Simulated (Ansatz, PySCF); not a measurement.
CAuO, SMILES O=[C+][Au], charge +1, multiplicity 1. Atoms are numbered in the order given.

```xyz
3

Au     0.0000     0.0000    -0.4373
C      0.0000     0.0000     1.5144
O      0.0000     0.0000     2.6294
```
Charge +1, spin multiplicity 1.

Geometry optimised at B3LYP-D3(BJ)/def2-TZVP. The multiplicity is an assumed one; other spin states were not compared. The def2 effective core potentials stand for the cores of Au; spin–orbit coupling is left out.

Two levels are set side by side: PBE-D3(BJ)/def2-TZVP (Ansatz, a program for electronic structure) and B3LYP-D3(BJ)/def2-TZVP (Ansatz). Each level has its own optimised geometry; the coordinates shown are those of the second. Frequencies come from the Hessian of PySCF at each geometry. Differences are taken from unrounded values.

```csv
quantity,B3LYP-D3(BJ),PBE-D3(BJ),PBE-D3(BJ) minus B3LYP-D3(BJ)
mean bond length (Å),1.533,1.516,-0.017
bond Au1–C2 (Å),1.952,1.903,-0.048
bond C2–O3 (Å),1.115,1.129,0.014
highest harmonic wavenumber (cm⁻¹),2306,2209,-97
mean harmonic wavenumber (cm⁻¹),827,817,-9
zero-point energy (kcal/mol),4.73,4.67,-0.05
```
